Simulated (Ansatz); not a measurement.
Total energies of the cluster Be9O9 (the lowest singlet isomer of a short search) from Ansatz at PBE0-D4/def2-TZVP, gas phase (1 Eh = 27.2114 eV = 2625.5 kJ/mol). The reference geometry is relaxed at r2SCAN-D4/def2-SVP.

```xyz
18

Be    0.1791   -4.0066   -0.1347
Be   -1.5978   -3.2050    1.7896
Be   -2.6307   -0.9072    2.8701
Be    0.7628    3.8369   -0.8750
Be   -2.4356    1.8141    2.6109
Be   -1.0940    3.6900    1.1334
Be    2.6897   -0.4815   -2.9205
Be    2.2550    2.1880   -2.4753
Be    1.8713   -2.9288   -1.9985
O    -2.8011    0.5001    3.0286
O    -0.1820    4.1618    0.1432
O     1.1337   -3.8354   -1.1808
O    -2.3360   -2.2716    2.5760
O     1.6705    3.3301   -1.8518
O     2.7324    0.9429   -2.9818
O     2.5203   -1.8837   -2.7206
O    -0.7841   -3.9873    0.9174
O    -1.9538    3.0430    2.0699
```

```csv
state,geometry,energy (Eh)
charge 0 singlet,reference,-810.27939
charge 1 doublet,reference,-809.91642
charge -1 doublet,reference,-810.28686
free Be atom (singlet),–,-14.63549
free O atom (triplet),–,-75.01860
```

(1) Work out the vertical ionisation energy to the doublet.

(2) Work out the vertical electron affinity, to the doublet.

(3) Give the fundamental gap IE − EA, the Mulliken electronegativity (IE + EA)/2 and the hardness (IE − EA)/2.

(4) What is the binding energy per atom against free atoms?

(1) E(charge 1 doublet) − E(charge 0 singlet) = -809.91642 − (-810.27939) = 0.36297 Eh = 9.88 eV. For comparison, −ε of the highest occupied level is 8.56 eV at this level, 1.32 eV less.

(2) E(charge 0 singlet) − E(charge -1 doublet) = -810.27939 − (-810.28686) = 0.00747 Eh = 0.20 eV. The basis lacks diffuse functions, which makes affinities too small.

(3) From the values in Eh: IE − EA = 0.36297 − 0.00747 = 0.35550 Eh = 9.67 eV; (IE + EA)/2 = 5.04 eV; (IE − EA)/2 = 4.84 eV. The HOMO–LUMO gap of the same run is 7.49 eV, 2.18 eV smaller than the fundamental gap.

(4) Atoms: 9 × (-14.63549) + 9 × (-75.01860) = -806.88681 Eh. Binding: -806.88681 − (-810.27939) = 3.39258 Eh = 92.32 eV, or 5.13 eV for each of 18 atoms (no zero-point energy, no counterpoise term).

At PBE0-D4/def2-TZVP the highest occupied level of the charge -1 doublet lies above zero (up to 0.74 eV). By energy differences its removal costs 0.20 eV (vertical, to the charge 0 singlet, at PBE0-D4/def2-TZVP); self-interaction error and the lack of diffuse functions both raise the level.  

The structure comes from a short search, and lower isomers may exist.
